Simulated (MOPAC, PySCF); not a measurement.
CH$_{6}$O$_{2}$Si, SMILES `OC[SiH2]O`, neutral singlet in the gas phase. 

Z-matrix (Å, degrees):
```
Si
O 1 1.6617
H 2 0.9598 1 118.49
H 1 1.4764 2 105.95 3 -151.70
H 1 1.4865 4 110.77 2 -120.37
C 1 1.8846 4 110.63 5 -123.10
H 6 1.0927 1 110.82 4 51.90
H 6 1.0995 7 106.48 1 -121.03
O 6 1.4353 7 106.57 8 -118.47
H 9 0.9645 6 108.27 7 -166.86
```
Charge 0, multiplicity 1.

All levels are single points at this geometry (B3LYP-D3(BJ)/def2-TZVP); Pople sets use spherical d functions. Orbital energies aren't observables, and empty levels follow the basis.

```csv
level,HOMO (eV),LUMO (eV),gap (eV),dipole (D),"vertical IE, Delta-SCF (eV)"
PBE-D3(BJ)/def2-TZVP in PySCF,-5.93,-0.89,5.03,2.38,9.37
ωB97X-D3(BJ)/def2-TZVP in PySCF,-9.99,1.94,11.93,2.57,10.04
B3LYP/3-21G in PySCF,-6.41,0.73,7.13,2.91,–
B3LYP/LANL2DZ in PySCF,-7.07,0.19,7.25,3.32,–
BP86/6-31G* in PySCF,-5.56,-0.34,5.22,2.55,–
M06-2X/6-31G* in PySCF,-8.61,1.35,9.95,2.77,–
HF/6-31G* in PySCF,-11.05,3.80,14.85,2.99,9.12
HF/STO-3G in PySCF,-8.37,12.74,21.11,2.38,–
PM3 in MOPAC,-9.74,0.65,10.39,2.32,–
```
